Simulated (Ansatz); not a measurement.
Job for Ansatz (a first-principles code): U-PBE/def2-TZVPP on CH4Cd (SMILES [CH3][CdH]), a point of a bond scan (R = 1.472 Å). Elements past Kr take the def2 small-core potentials; no spin–orbit coupling.

Ansatz 0.2 input:
```yaml
crystal:
  periodic: [false, false, false]
  atoms:
    - {symbol: Cd, position_ang: [-0.28068773, -0.15103297, -0.04141861]}
    - {symbol: H, position_ang: [-1.74994566, -0.94161398, -0.25822404]}
    - {symbol: C, position_ang: [1.58135131, 0.85089642, 0.23334606]}
    - {symbol: H, position_ang: [2.18869688, 0.45721668, 1.51513677]}
    - {symbol: H, position_ang: [1.43288682, 1.93112443, 0.23532541]}
    - {symbol: H, position_ang: [2.27072534, 0.59541191, -0.57190501]}
basis:
  gaussian:
    orbitals: def2-TZVPP
hamiltonian:
  xc: {name: PBE}
magnetization: {spin_polarized: true, initial_magnetization: 0}
```

The head of its log:

```
WARN ansatz: RAYON_NUM_THREADS=1 ignored (pool sized by the plan → 1); use --threads N
Functional definition: PBE
integrals: 0.04 GiB planned
798 factors; their error is unknown
mean field: 0.49 GiB planned
mean field evaluation 1: about -5653.2547 eV, gradient 4.9e1 eV
mean field evaluation 2: about -5620.4462 eV, gradient 7.9e1 eV
```

Question: Give the final energy of this run.

Answer: -208.1652 hartree.
